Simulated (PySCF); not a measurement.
**Exercise with solution: oscillator strength and radiative lifetime**

Te(OMe)(NH2) (CH₅NOTe), SMILES CO[Te]N.

The structure is a stationary point at B3LYP-D3(BJ)/def2-SVP. The structure was generated by enumeration, and PubChem lists no compound with its InChIKey, so it may never have been made. The def2 effective core potentials stand for the cores of Te; spin–orbit coupling is left out. One conformer was computed; it need not be the lowest.

PySCF 2.14.0 with TDDFT-CAM-B3LYP/def2-SVPD puts the first singlet state with f over 0.02 at 5.73 eV (vertical), with the transition dipole (0.322, -0.711, -0.348) in atomic units.

Task: Find the oscillator strength, the wavelength and the radiative lifetime that this transition would have in vacuum if emission retraced absorption.

Result: 
|μ|² = 0.7303 au, so |μ| = 2.17 D. ΔE = 5.73/27.211 = 0.2106 hartree. f = (2/3) ΔE |μ|² = 0.103 (the program prints 0.103).
λ = 1239.84/5.73 = 216 nm; ν = 46216 cm⁻¹.
Einstein's coefficient A = 0.6670 ν² f s⁻¹ (ν in cm⁻¹) = 1.5e8 s⁻¹, so τ = 1/A = 6.8 ns. This state is S5; the lower singlets have f = 0.001, 0.002, 0.006, 0.008. The figure is the radiative limit of this one transition; relaxation, internal conversion, crossing to triplets and a medium change what is measured.
